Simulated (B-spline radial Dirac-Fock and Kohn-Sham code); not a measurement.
## Elastic scattering of 409 eV electrons by atomic tellurium

Model: relativistic (Dirac) partial waves in the static field of the Dirac-Fock atom with Furness-McCarthy exchange, without polarisation or absorption potentials. Program: a radial B-spline solver.

```
θ (°)  dσ/dΩ (a₀²/sr)  Sherman function
    5            77.6             0.000
   10            32.1             0.001
   15            11.5             0.002
   20            5.23             0.004
   25            2.98             0.002
   30            1.77            -0.003
   35            1.03            -0.013
   40           0.605            -0.028
   45           0.409            -0.034
   50           0.361            -0.019
   55           0.391             0.007
   60           0.435             0.028
   65           0.444             0.044
   70           0.396             0.057
   75           0.295             0.073
   80           0.170             0.097
   85          0.0622             0.139
   90         0.00997            -0.017
   95          0.0350            -0.237
  100           0.134            -0.107
  105           0.278            -0.062
  110           0.424            -0.041
  115           0.523            -0.029
  120           0.541            -0.021
  125           0.471            -0.016
  130           0.334            -0.015
  135           0.178            -0.022
  140          0.0672            -0.073
  145          0.0594            -0.121
  150           0.193            -0.053
  155           0.472            -0.027
  160           0.862            -0.016
  165            1.30            -0.010
  170            1.69            -0.006
  175            1.97            -0.003
```

The total elastic cross section is 15.2 a₀², the first transport cross section 4.79 a₀² and the second, weighted with (3/2) sin²θ, 4.55 a₀². The mean deflection is ⟨1 − cos θ⟩ = 0.316, and 15 % of the collisions scatter beyond 90°.

On this grid of angles the cross section has minima near 50°, 90°, 145°, from interference among the few low partial waves with large phase shifts.

Values without a named source are computed, but for edge energies of neutral atoms, which are taken from tables.
